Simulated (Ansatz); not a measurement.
Ideal-gas functions of C₂H₄Se (`CC=[Se]`) at 500 K and 1 bar, from an Ansatz frequency run at PBE0-D4/def2-TZVP.

Molar mass 107.01 g/mol, point group Cs (symmetry number 1), electronic degeneracy 1, moments of inertia 10.704, 127.921, 135.537 u Å². Harmonic wavenumbers (cm⁻¹, unscaled): 177, 341, 753, 754, 1016, 1029, 1151, 1343, 1376, 1457, 1467, 3023, 3075, 3121, 3160.

Use S(trans) = R[1.5 ln M + 2.5 ln T − 1.1517]; rotational temperatures θ = 24.2544 K / I; S(rot) = R[ln(√π/σ · √(T³/θAθBθC)) + 1.5]; for each mode x = 1.438777 ν̃/T, S = R[x/(eˣ − 1) − ln(1 − e⁻ˣ)] and H = RT x/(eˣ − 1); 1 cm⁻¹ = 0.0119627 kJ/mol; R = 8.31446 J/(mol·K).

Question: By hand: the entropy, in J/(mol·K).

Answer: Translation 177.9. Rotation: θ = 2.2659, 0.1896, 0.179 K, giving 105.4. Vibration, mode by mode: 14.01, 8.80, 3.34, 3.33, 1.84, 1.79, 1.35, 0.86, 0.80, 0.66, 0.65, 0.01, 0.01, 0.01, 0.01, in all 37.5. Electronic 0.0. Sum 320.8 J/(mol·K).

Question: By hand: H − E and G − E in kJ/mol, counted from the electronic energy.

Answer: Zero-point energy ½ × 23243 × 0.0119627 = 139.0; thermal vibration 11.1; translation, rotation and pV give 4 RT = 16.6. H − E = 166.7 kJ/mol, and G − E = 166.7 − 500 × 320.8/1000 = 6.3 kJ/mol.

Vibration gives 12 % of the entropy.
